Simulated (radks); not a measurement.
Radial electron density D(r) = 4 pi r^2 rho(r) of an atom or ion with 45 electrons. Method: Dirac Kohn-Sham, PBEsol, spin-unpolarised, spherical densities, point nucleus; computed with a radial shooting solver on a logarithmic mesh with Libxc functionals.

```
   r/bohr * D(r) (the largest magnitude, 88.3, reaches the edge; | marks zero)
 0.003256 |       *
 0.004274 |            *
  0.00561 |                 *
 0.007364 |                        *
 0.009744 |                               *
  0.01279 |                                      *
  0.01679 |                                          *
  0.02204 |                                          *
  0.02892 |                                       *
  0.03827 |                                     *
  0.05023 |                                         *
  0.06593 |                                                  *
  0.08654 |                                                      *
   0.1136 |                                               *
   0.1503 |                                       *
   0.1973 |                                         *
    0.259 |                                            *
   0.3399 |                               *
   0.4461 |                *
   0.5856 |              *
   0.7748 |               *
    1.017 |         *
    1.335 |  *
    1.752 |*
      2.3 *
    3.043 *
    3.994 *
```

What is the nuclear charge?

Answer. Z = 53. The innermost maximum, from 1s, lies near gamma/Z bohr with gamma = sqrt(1 - (Z/c)^2) = 0.922, here 0.0174 bohr (found: 0.0192), and its height grows with Z. The density is that of the iodine ion I8+ in [Ar] 3d10 4p6 4d9 4f2; the configuration itself is not fixed sharply by these data, and Z only to a few units. D(r) has 4 maxima, at r = 0.0192, 0.0845, 0.243, 0.704 bohr, and minima at 0.0374, 0.160, 0.528 bohr, inside which lie 2.02, 11.23, 29.28 electrons.
